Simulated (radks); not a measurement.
Task: Radial electron density D(r) = 4 pi r^2 rho(r) of an atom or ion with 29 electrons. Calculated with a radial shooting solver on a logarithmic mesh with Libxc functionals: Dirac Kohn-Sham, PBEsol, spin-unpolarised, spherical densities, point nucleus.

r (bohr)  D(r) (e/bohr)
0.002327          1.548
0.00303           2.472
0.003946          3.896
0.005097          5.954
0.006637          9.015
0.008642          13.25
0.01125           18.75
0.01454           25.05
0.01893           31.73
0.02465           37.13
0.03209           39.51
0.04179           37.99
0.05398           34.22
0.07029           32.08
0.09153           35.54
0.1192            42.88
0.154             45.75
0.2005            38.19
0.261             26.06
0.3399            22.04
0.4391            26.10
0.5717            26.06
0.7444            17.20
0.9694            7.986
1.252             4.213
1.63              3.210
2.123             1.975
2.765            0.6742
3.571            0.1190
4.65           0.008305
6.055         0.0001853

What is the nuclear charge?

Result: Z = 32. The innermost maximum, from 1s, lies near gamma/Z bohr with gamma = sqrt(1 - (Z/c)^2) = 0.972, here 0.0304 bohr (found: 0.0329), and its height grows with Z. The density is that of the germanium ion Ge3+ in [Ar] 3d7 4s1 4p3; the configuration itself is not fixed sharply by these data, and Z only to about a unit. D(r) has 3 maxima, at r = 0.0329, 0.147, 0.503 bohr, and minima at 0.0692, 0.327 bohr, inside which lie 2.09, 10.91 electrons.
